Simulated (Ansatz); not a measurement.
`[CH3][Ti]([F])([F])[Cl]` and `[CH3][Hf]([F])([F])[Cl]` differ in one element.

Ansatz, PBE0-D4/def2-TZVP geometries, multiplicity 1. 

Elements past krypton have def2 core potentials. Scalar relativity is left out up to krypton.

```tsv
property	`[CH3][Ti]([F])([F])[Cl]`
LUMO energy (B3LYP/def2-TZVPP) / eV	-3.13
HOMO–LUMO gap (B3LYP/def2-TZVPP) / eV	5.56
size of the dipole moment (B3LYP/def2-TZVPP) / D	1.58
LUMO energy (ωB97M-V/def2-TZVPP) / eV	-0.54
HOMO energy (PBE0/def2-TZVPP) / eV	-8.94
HOMO energy (B3LYP/def2-TZVPP) / eV	-8.69
```

Question: Give the same properties after the change, and the shifts. (Best estimate.)

Answer: Ansatz gave: 
```
                                        property  `[CH3][Hf]([F])([F])[Cl]`  shift
             LUMO energy (B3LYP/def2-TZVPP) / eV                      -1.44   1.69
           HOMO–LUMO gap (B3LYP/def2-TZVPP) / eV                       6.87   1.31
size of the dipole moment (B3LYP/def2-TZVPP) / D                       1.09  -0.49
           LUMO energy (ωB97M-V/def2-TZVPP) / eV                       0.70   1.24
              HOMO energy (PBE0/def2-TZVPP) / eV                      -8.55   0.39
             HOMO energy (B3LYP/def2-TZVPP) / eV                      -8.31   0.38
```

With PBE0 the HOMO rises by 0.39 eV and the LUMO rises by 1.64 eV, so the gap widens by about 1.25 eV. PBE moves the HOMO by 0.21 eV and ωB97M-V by 0.48 eV. Dipoles are sizes alone; their direction can turn.

B3LYP here is the variant with VWN-RPA as its local correlation; programs differ in this.
